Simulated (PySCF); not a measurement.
## Tm(BH4)2 at several levels of theory

Computed with PySCF 2.14.0 (density fitting, no spin-orbit coupling) at the geometry relaxed with PBE0:

```xyz
11
Tm(BH4)2 (singlet in the valence; each metal's 4f electrons, 13 of them, lie in its core potential, out of spins and levels)
Tm    0.0001    0.0000    0.8181
B     2.5323   -0.0014    0.7901
H     3.7418    0.0038    0.7768
H     2.0790   -0.7723    1.6706
H     2.0512   -0.3733   -0.3076
H     2.0697    1.1401    1.0293
B    -2.5323    0.0014    0.7901
H    -3.7418   -0.0038    0.7767
H    -2.0791    0.7723    1.6707
H    -2.0513    0.3733   -0.3076
H    -2.0698   -1.1402    1.0294
```

| level | basis | state | HOMO (eV) | gap (eV) | charge on Tm1 (e) | population of f-type functions on Tm1 (polarisation alone where 4f lies in the core) | dipole about the centre of mass (D) | largest force component (eV/Å) |
| --- | --- | --- | --- | --- | --- | --- | --- | --- |
| PBE0 | Tm lcecp-0-SVP with ECP59, B def2-SVP, H def2-SVP | singlet | – | – | 0.62 | 0.02 | 0.16 | 0.02 |
| r2SCAN | the same | singlet | – | – | 0.60 | 0.02 | 0.16 | 0.15 |
| PBE0 | Tm lcecp-0-TZVP with ECP59, B def2-TZVP, H def2-TZVP | singlet | – | – | 0.94 | 0.02 | 0.15 | 0.30 |

In the lcecp rows the 4f levels are missing from HOMO and gap, and the state counts the valence alone.

Charges are Mulliken's, which hang on the basis. The relaxation used the grid (50, 194), these runs (75, 302) or, all-electron (x2c bases, spin-free X2C Hamiltonian), (99, 590).

**Question.** What does B3LYP with Tm lcecp-0-SVP with ECP59, B def2-SVP, H def2-SVP give here?

**Answer.** state singlet, charge on Tm1 (e) 0.50, population of f-type functions on Tm1 (polarisation alone where 4f lies in the core) 0.02, dipole about the centre of mass (D) 0.15, largest force component (eV/Å) 0.20. Time: 5.2 s on 2 threads of Arm Neoverse V2, with other jobs on the host, from an already converged density.

An lcecp potential fixes the number of 4f electrons, so in runs with it no electron can move into or out of that shell.
